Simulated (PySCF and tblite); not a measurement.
C8H7NO, numbered as in [CH3:1][O:2][c:3]1[cH:4][cH:5][cH:6][c:7]([C:8]#[N:9])[cH:10]1. Conformers came from 60 starts (ETKDG and KDG, MMFF94s, GFN2-xTB); geometries are GFN2-xTB. Weights use PBE0-D3(BJ)/pcSseg-1 energies plus GFN2-xTB zero-point and thermal terms (modes under about 100 cm⁻¹ blended into free rotors). Symmetry numbers and mirror images are counted. Conformers within 2.5 kcal/mol (GFN2-xTB free energy) were kept, 3 at most. GIAO shieldings: PBE0/pcSseg-1. Shifts are against TMS (¹H), TMS (¹³C), NH3 (¹⁵N) at the same level. Programs: PySCF with density fitting and tblite.

Torsions listed: C1–O2–C3–C4.

| conformer | shape | point group | mirror pair | ΔE(DFT) | Δ(G−E) at 250 K | δ C4 (ppm) |
| --- | --- | --- | --- | --- | --- | --- |
| 1 | 180° | Cs | no | 0.00 | 0.00 | 128.4 |
| 2 | 0° | Cs | no | 0.35 | 0.03 | 116.4 |

Energies in kcal/mol; the thermal term leaves out symmetry numbers and mirror images.

(1) Work out the weights at 250 K and the ¹³C shift of C4 under fast exchange.

Answers

(1) RT = 0.497 kcal/mol. Each conformer gets RT ln(σ/g), with σ the rotational symmetry number and g = 2 for a mirror pair: 1: σ = 1, g = 1, G = 0.00 + 0.00 + 0.00 = 0.00, 0.00 above the lowest, exp(−ΔG/RT) = 1.000; 2: σ = 1, g = 1, G = 0.35 + 0.03 + 0.00 = 0.38, 0.38 above the lowest, exp(−ΔG/RT) = 0.468. The sum is 1.468, so the weights are 68.1, 31.9 %. The averaged shift is 124.5 ppm. At 298.15 K it is 124.3 ppm. At 298.15 K the leading conformer alone gives 128.4 ppm and bare DFT energies give 124.1 ppm.


¹⁵N shifts are against a computed isolated NH3 molecule, about 20 ppm from the liquid.